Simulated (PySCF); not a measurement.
Cl2OTa, doublet, geometry from GFN2-xTB (such geometries of metal compounds can be far from the true shape) (the multiplicity is a formal guess) (core potentials on Ta). Base run: DF-HF/def2-TZVP run with PySCF.

PySCF was given this input:
```python
from pyscf import gto, scf

mol = gto.M(
    atom='''
Ta   -0.165742   -0.147869   -0.030046
O    -1.421975   -1.268636   -0.257780
Cl   -0.337427    1.938970   -0.715802
Cl    1.718306   -0.706999    0.966132
''',
    basis='def2-tzvp',
    ecp={'Ta': 'def2-tzvp'},
    charge=0,
    spin=1,
    verbose=4,
)

mf = scf.UHF(mol)
mf = mf.density_fit(auxbasis='def2-universal-jkfit')
mf.kernel()
mf.analyze()
```

The base run was repeated with changes; each row names its change, and settings that it needs were set with it.

| change | ΔE vs base (µEh) | SCF cycles | <S^2> | outcome |
|---|---|---|---|---|
| base | 0.0 | 16 | 0.771 | converged |
| solver = newton | 0.0 | - | 0.771 | converged |
| diis_space = 20 | 0.0 | 15 | 0.771 | converged |
| init_guess = huckel | 0.0 | 16 | 0.771 | converged |
| conv_tol = 1e-11 | 0.0 | 19 | 0.771 | converged |
| diis = off; damp = 0.6 (with mf.diis_start_cycle = 200; with mf.max_cycle = 150) | 0.0 | 111 | 0.771 | converged |
| level_shift = 0.1 (with mf.max_cycle = 100) | 0.0 | 17 | 0.771 | converged |
| conv_tol_grad = 1e-7 | 0.0 | 24 | 0.771 | converged |
| conv_tol = 1e-7 | 0.0 | 14 | 0.771 | converged |
| diis = off; damp = 0.3 (with mf.diis_start_cycle = 200; with mf.max_cycle = 150) | 0.0 | 66 | 0.771 | converged |
| init_guess = mod_huckel | 0.0 | 17 | 0.771 | converged |
| init_guess = 1e | 0.0 | 27 | 0.771 | converged |
| DIIS = EDIIS | - | 50 | - | not converged |

Open shells are given as the SCF converged; they aren't shown to be the lowest states, and a large step between rows can be another state.
